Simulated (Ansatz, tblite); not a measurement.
Removing an electron: GeHMe2(OiPr) (C₅H₁₄GeO). Total charge 0; singlet. Geometry: PBE0-D4/def2-SVP. Ansatz, gas phase; energy differences of separate SCF runs; the oxidised species was run as a doublet alone.

```xyz
21

Ge    0.695    0.873    0.853
H    -0.504    1.376    1.697
C     2.211    0.358    1.950
H     2.631    1.230    2.474
H     2.994   -0.080    1.314
H     1.907   -0.391    2.694
C     1.210    2.178   -0.498
H     1.619    3.083   -0.025
H     0.351    2.466   -1.121
H     1.983    1.744   -1.150
O     0.178   -0.642    0.049
C    -1.170   -0.950   -0.220
C    -1.236   -2.427   -0.562
C    -1.732   -0.078   -1.334
H    -1.782   -0.778    0.691
H    -0.643   -2.629   -1.468
H    -2.272   -2.751   -0.740
H    -0.814   -3.024    0.259
H    -1.727    0.986   -1.049
H    -1.125   -0.191   -2.245
H    -2.772   -0.352   -1.569
```

The xTB rows come from tblite.

| level | −HOMO (eV) | vertical IE (eV) | −LUMO (eV) | HOMO–LUMO gap (eV) |
| --- | --- | --- | --- | --- |
| GFN1-xTB | 11.60 | 14.12 | 4.76 | 6.84 |
| GFN2-xTB | 10.61 | 13.23 | 2.23 | 8.38 |
| PBE0-D4/def2-TZVP | 7.28 | 9.07 | -1.13 | 8.41 |

(1) Estimate the rows for LDA (SPW92)/def2-TZVP, PBE-D4/def2-TZVP.

Answers

(1) 
| level | −HOMO (eV) | vertical IE (eV) | −LUMO (eV) | HOMO–LUMO gap (eV) |
| --- | --- | --- | --- | --- |
| LDA (SPW92)/def2-TZVP | 5.94 | 8.85 | -0.03 | 5.96 |
| PBE-D4/def2-TZVP | 5.79 | 8.72 | -0.30 | 6.09 |

Relaxing the oxidised species (PBE0-D4/def2-SVP) changes its energy by -0.35 eV at PBE0-D4/def2-TZVP, so the adiabatic ionisation energy to this nearest minimum is 8.72 eV. At PBE-D4/def2-TZVP it is 8.47 eV.   Raw xTB energy differences between charge states are shifted by several eV; the methods need an empirical correction for them.
